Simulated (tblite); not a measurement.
C5H9F3O2Si.
Numbering: `[OH:1][Si@@H:2]1[CH2:3][C@H:4]([CH2:5][C:6]([F:7])([F:8])[F:9])[CH2:10][O:11]1` (hydrogens: H12 on O1; H13 on Si2; H14, H15 on C3; H16 on C4; H17, H18 on C5; H19, H20 on C10)

Computed with GFN2-xTB (tblite), gas phase: L-BFGS steps from a force-field or distance-geometry start until the largest atomic force falls under 0.01 eV/Å.

Geometry at step 3:
```
atom  x, y, z in Å
O1     -3.6212   -0.2517   -0.2356
Si2    -2.3520    0.7618   -0.2265
C3     -0.8459    0.1125   -1.1866
C4      0.2801    0.3222   -0.1657
C5      1.4774   -0.5839   -0.4633
C6      2.6394   -0.3768    0.4844
F7      3.7054   -1.1178    0.1345
F8      3.0605    0.8938    0.5233
F9      2.3491   -0.7244    1.7479
C10    -0.3431    0.1228    1.2284
O11    -1.6196    0.7058    1.2370
H12    -3.8710   -0.6317    0.6030
H13    -2.7139    2.1171   -0.6077
H14    -0.6466    0.6361   -2.1187
H15    -0.9686   -0.9470   -1.4212
H16     0.6069    1.3669   -0.2231
H17     1.1918   -1.6350   -0.4069
H18     1.8468   -0.3919   -1.4726
H19     0.2635    0.5774    2.0149
H20    -0.4442   -0.9454    1.4666
```

Question: Give the atomic forces at this geometry.

Answer: 
```json
{"atom": "O1", "Fx (eV/Å)": "-0.044", "Fy (eV/Å)": "0.117", "Fz (eV/Å)": "-0.057"}
{"atom": "Si2", "Fx (eV/Å)": "0.082", "Fy (eV/Å)": "0.024", "Fz (eV/Å)": "-0.141"}
{"atom": "C3", "Fx (eV/Å)": "-0.066", "Fy (eV/Å)": "-0.039", "Fz (eV/Å)": "0.036"}
{"atom": "C4", "Fx (eV/Å)": "0.008", "Fy (eV/Å)": "0.013", "Fz (eV/Å)": "-0.140"}
{"atom": "C5", "Fx (eV/Å)": "-0.032", "Fy (eV/Å)": "-0.047", "Fz (eV/Å)": "0.019"}
{"atom": "C6", "Fx (eV/Å)": "-0.064", "Fy (eV/Å)": "-0.038", "Fz (eV/Å)": "-0.007"}
{"atom": "F7", "Fx (eV/Å)": "0.009", "Fy (eV/Å)": "0.001", "Fz (eV/Å)": "-0.027"}
{"atom": "F8", "Fx (eV/Å)": "-0.002", "Fy (eV/Å)": "0.045", "Fz (eV/Å)": "0.017"}
{"atom": "F9", "Fx (eV/Å)": "0.064", "Fy (eV/Å)": "-0.010", "Fz (eV/Å)": "0.048"}
{"atom": "C10", "Fx (eV/Å)": "0.160", "Fy (eV/Å)": "-0.093", "Fz (eV/Å)": "-0.084"}
{"atom": "O11", "Fx (eV/Å)": "0.008", "Fy (eV/Å)": "0.027", "Fz (eV/Å)": "0.154"}
{"atom": "H12", "Fx (eV/Å)": "-0.123", "Fy (eV/Å)": "-0.059", "Fz (eV/Å)": "0.025"}
{"atom": "H13", "Fx (eV/Å)": "-0.086", "Fy (eV/Å)": "-0.035", "Fz (eV/Å)": "0.140"}
{"atom": "H14", "Fx (eV/Å)": "0.090", "Fy (eV/Å)": "-0.069", "Fz (eV/Å)": "0.058"}
{"atom": "H15", "Fx (eV/Å)": "0.109", "Fy (eV/Å)": "0.051", "Fz (eV/Å)": "0.017"}
{"atom": "H16", "Fx (eV/Å)": "-0.033", "Fy (eV/Å)": "-0.038", "Fz (eV/Å)": "-0.007"}
{"atom": "H17", "Fx (eV/Å)": "-0.029", "Fy (eV/Å)": "-0.061", "Fz (eV/Å)": "0.074"}
{"atom": "H18", "Fx (eV/Å)": "0.000", "Fy (eV/Å)": "0.061", "Fz (eV/Å)": "-0.009"}
{"atom": "H19", "Fx (eV/Å)": "-0.087", "Fy (eV/Å)": "0.123", "Fz (eV/Å)": "-0.015"}
{"atom": "H20", "Fx (eV/Å)": "0.035", "Fy (eV/Å)": "0.027", "Fz (eV/Å)": "-0.101"}
```

The largest, 0.20 eV/Å, acts on C10; the rms over all components is 0.069 eV/Å. The forces sum to zero within rounding, as they must for an isolated molecule in no field.

Question: Give the force on C10 in Eh/bohr and in nN.

Answer: 0.203 eV/Å ÷ 51.422 = 0.00395 Eh/bohr, and 0.203 eV/Å × 1.602 = 0.33 nN.

Question: How far is this geometry from the end of the optimisation?

Answer: 0.071 eV above it, and 0.200 Å rms away after alignment. The bonds farthest from their final lengths, with half the difference of the two atoms' forces along the bond (positive lengthens):

```
   bond  now (Å)  final (Å)  force along bond (eV/Å)
 O1–Si2    1.624      1.616                    +0.02
 Si2–C3    1.900      1.906                    -0.09
  C3–C4    1.534      1.529                    -0.03
C10–H20    1.099      1.096                    -0.05
Si2–H13    1.454      1.451                    -0.04
 C5–H17    1.091      1.092                    +0.01
```

The angle farthest from its final value is O1–Si2–H13, 112.7° against 103.6°.

The cost below is that of the whole relaxation. Hardware: one thread of an Arm Neoverse V1 (shared host). Cost: 0.76 s wall.
